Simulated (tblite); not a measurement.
Species: C₃H₁₃Si₃ (doublet state).
Structure used (GFN2-xTB), in Å, numbered top down from 1:
```
atom  x, y, z in Å
C1     2.269    0.360    0.716
C2     1.899   -0.605   -0.402
Si3    0.364   -0.044   -1.395
C4    -1.101    0.022   -0.233
Si5   -1.743    1.678    0.363
Si6   -1.902   -1.566    0.358
H7     1.454    0.447    1.432
H8     3.156    0.018    1.249
H9     2.475    1.350    0.315
H10    2.747   -0.716   -1.079
H11    1.709   -1.591    0.025
H12    0.148   -1.025   -2.470
H13    0.636    1.272   -1.989
H14   -2.743    1.496    1.420
H15   -2.357    2.400   -0.760
H16   -0.640    2.495    0.887
H17   -1.059   -2.724    0.043
H18   -3.206   -1.739   -0.296
H19   -2.116   -1.517    1.810
```

Level: GFN2-xTB in tblite, geometry and Hessian alike; calculated harmonic values, unscaled, isolated species. Against measured fundamentals such values can be off by several per cent, at times by over 20. Modes of hydrogen on silicon can be 10 to 20 % off. One conformer, not necessarily the lowest. Open shells enter through the occupations alone, without spin polarisation, and single modes of such species can be off by tens of per cent. The optimisation stopped once no atom felt more than 0.01 eV/Å.

Lowest wavenumbers of the output (negative numbers stand for imaginary wavenumbers):
```
mode    cm-1
  1     -34.7
  2     -19.0
  3      29.3
  4      52.3
  5     101.3
  6     164.5
  7     171.6
  8     219.3
  9     236.3
 10     289.3
 11     437.0
 12     465.0
 13     477.3
 14     508.0
 15     521.2
```

Task: Is this structure a minimum?

Result: Not by this Hessian. 1 mode is imaginary beyond 20i (35i cm⁻¹), and 1 more slightly so (19.0i). The curvature is small, so loose convergence or finite differences may be the whole cause.

Task: Which atoms move in the imaginary modes?

Result: 35i: H18 (hydrogen on silicon) 32 %, H19 (hydrogen on silicon) 32 %, H17 (hydrogen on silicon) 24 %; 19i: H15 (hydrogen on silicon) 30 %, H14 (hydrogen on silicon) 29 %, H16 (hydrogen on silicon) 29 %. These are shares of the mass-weighted motion.

Task: What is the remedy?

Result: Step along such a mode in both directions, optimise again with tighter thresholds and repeat the frequencies. The zero-point energy of this point (83.5 kcal/mol) counts the 49 real modes alone, and thermal corrections from it aren't those of a minimum.
